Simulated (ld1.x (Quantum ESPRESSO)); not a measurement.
# Os (Z = 76): excitation energies, all-electron against TM

```
Element                 : osmium
Generator               : ld1.x (Quantum ESPRESSO) 7.5
Type                    : norm-conserving Troullier–Martins (Kleinman–Bylander form)
Functional              : PBEsol
Relativity              : fully relativistic
Frozen core             : [Xe] 4f14
Valence charge          : 8
Reference configuration : 5d6 6s2 6p0
Partial waves           : 6s (bound): rc 1.95 bohr; 6p (bound, empty): rc 2.40 bohr; 5d (bound): rc 1.75 bohr
Local potential         : the d channel
Core correction         : a·sin(br)/r model core, default radius (core density twice the valence density)
```

Open shells are filled in proportion to 2j + 1 (rel_dist='average').

Energies are relative to the spin-unpolarised reference configuration 5d6 6s2 6p0; without spin polarisation the order of configurations can differ from experiment. Not all tests gave a result: 3 of 7 tests not solved or not reliable. Left out of the table: 5d6 6s0 6p2 (solver errors, printed error -1.2 eV); 5d6 6s0 6p1 (solver errors, printed error -367 meV); 5d5 6s2 6p1 (solver errors, printed error -357 meV). The d channel is local and has no spin–orbit splitting in the pseudo-atom.

```tsv
valence configuration	charge	ΔE all-electron (eV)	error AE − PS (meV)
5d5 6s0 6p0	+3	55.447	-88
5d7 6s1 6p0	0	0.318	-54
```

What are ΔE and the potential's error for 5d6 6s1 6p0?

ΔE = 9.631 eV all-electron; the error (AE − PS) is -6.9 meV.

What are ΔE and the potential's error for 5d6 6s0 6p0?

ΔE = 26.575 eV all-electron; the error (AE − PS) is -34 meV.

Levels in the configuration 5d6 6s1 6p0:

| level | all-electron (eV) | pseudo (eV) |
| --- | --- | --- |
| 5d j=3/2 | -14.848 | -14.167 |
| 5d j=5/2 | -13.753 | -14.167 |
| 6s j=1/2 | -13.189 | -13.204 |

These tests converged, but a pseudo level misses the all-electron one widely, so the file describes the atom poorly there or has found another state: 5d5 6s0 6p0: empty 6p by 2.4 eV.

Note: ghost states, extra bound levels that the all-electron valence spectrum of the same l lacks: s at -46.8 eV, p3/2 at -9.2 eV, p1/2 at -2.48 eV. A true bound ghost makes a file unfit for plane-wave use. The potential misses its own reference levels by up to 0.6 eV.
